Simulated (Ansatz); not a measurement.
AlCu2⁺, relaxed as a triplet with UKS PBE-D4/def2-TZVP in Ansatz, starting from the PBE-D4/def2-TZVP geometry of the charge +1 singlet. Force threshold 0.02 eV/Å.

At PBE-D4/def2-TZVP a singlet of charge 1 lies 1.10 eV below the triplet, each at its own geometry. The structure comes from a short search, and lower isomers may exist.

Start:

| atom | x (Å) | y (Å) | z (Å) |
| --- | --- | --- | --- |
| Cu1 | 1.551 | 1.549 | -0.683 |
| Cu2 | -1.551 | -1.549 | 0.683 |
| Al3 | 0.000 | 0.000 | 0.000 |

```
step  energy (eV)  largest force component (eV/Å)  SCF passes
   1  -95853.9366                           0.769          55
   2  -95854.2143                           0.681          31
   3  -95854.3978                           0.492          30
   4  -95854.5450                           0.349          29
   5  -95854.6603                           0.211          28
   6  -95854.7613                           0.249          27
   7  -95854.8537                           0.266          26
   8  -95854.9559                           0.328          25
   9  -95855.0813                           0.341          27
  10  -95855.1500                           0.167          27
  11  -95855.1557                           0.032          22
  12  -95855.1559                           0.005          23
```

Force components are those of the run's own axes.

End:

| atom | x (Å) | y (Å) | z (Å) |
| --- | --- | --- | --- |
| Cu1 | 1.314 | 0.566 | 0.021 |
| Cu2 | -0.393 | -1.139 | 0.773 |
| Al3 | -0.921 | 0.572 | -0.794 |

Bonds formed: Cu1–Cu2 (atoms count from 1).

No frequencies were taken in this run, so the end may be a saddle point.

Run time 26 s (2 threads of Arm Neoverse V2 on a shared host).
